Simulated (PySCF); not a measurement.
**Working out the ionisation energy of Zn²⁺**

Zn²⁺ [Ar] 3d10 (1S) → Zn³⁺ [Ar] 3d9 (2D). Computed with PySCF 2.14 in aug-cc-pVDZ-DK (7s6p4d2f, 59 functions), with the spin-free X2C one-electron Hamiltonian (Gaussian nucleus). Frozen: [Ar]. Energies in hartree (1 hartree = 27.21139 eV):

| part | Zn²⁺ (lower) | Zn³⁺ (upper) |
| --- | --- | --- |
| UHF | -1793.361042 | -1791.998382 |
| MP2 opposite-spin | -0.238239 | -0.172997 |
| MP2 same-spin | -0.144087 | -0.105028 |

Task: What does Hartree-Fock give?

Result: (-1791.998382) − (-1793.361042) = 1.362660 hartree = 37.080 eV.

Task: What do MP2 and SCS-MP2 (6/5 opposite-spin, 1/3 same-spin) give?

Result: The opposite-spin parts differ by 1.775 eV and the same-spin parts by 1.063 eV. MP2: 37.080 + (1.775) + (1.063) = 39.918 eV. SCS-MP2: 37.080 + 1.2 × (1.775) + (1.063)/3 = 39.564 eV.

Reference: 39.723 eV (measured; NIST Atomic Spectra Database, ionization energies), between the lowest levels; spin-orbit coupling is absent from the calculation.

A double-zeta basis recovers only part of the correlation energy.

What remains against the reference includes basis incompleteness, the frozen core and correlation beyond second order.
